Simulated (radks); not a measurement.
Excited configurations of Ho II: one electron is placed in a higher orbital outside [Xe] 4f11. The ground configuration is [Xe] 4f11 6s1. Method: Dirac Kohn-Sham, LDA (Slater exchange, Perdew-Wang correlation), spin-unpolarised, spherical densities, finite nucleus; open shells fill j = l - 1/2 first; Fermi nuclear charge, rms radius 5.2022 fm; computed with a radial shooting solver on a logarithmic mesh with Libxc functionals. Excitation = E - E(ground); binding = E(ion) - E, where the ion is the core of charge +2; n* = 2/sqrt(2 binding) in atomic units, and the quantum defect is n - n*.

outer orbital  excitation (eV)  binding (eV)     n*  quantum defect  eigenvalue (eV)  <r> (bohr)
5d3/2                    2.195         9.818  2.354           2.646           -6.076       2.891
5f5/2                    8.529         3.484  3.952           1.048           -2.486       8.752
7s1/2                    6.416         5.598  3.118           3.882           -4.427       7.587
7p1/2                    7.498         4.516  3.472           3.528           -3.533       8.963
7d3/2                    9.116         2.898  4.334           2.666           -2.266       13.23

The Delta-SCF ionisation energy is 12.013 eV (NIST Atomic Spectra Database: 11.78 eV, semi-empirical). Self-interaction in the functional shifts the binding energies and quantum defects, so they are the method's values and not measured ones. Spin polarisation and multiplet splitting are left out, so open shells lie too high by an amount that depends on their filling.

Beside tabulated values, note that spin-unpolarised runs miss the spin-polarisation part of the exchange energy of open shells.
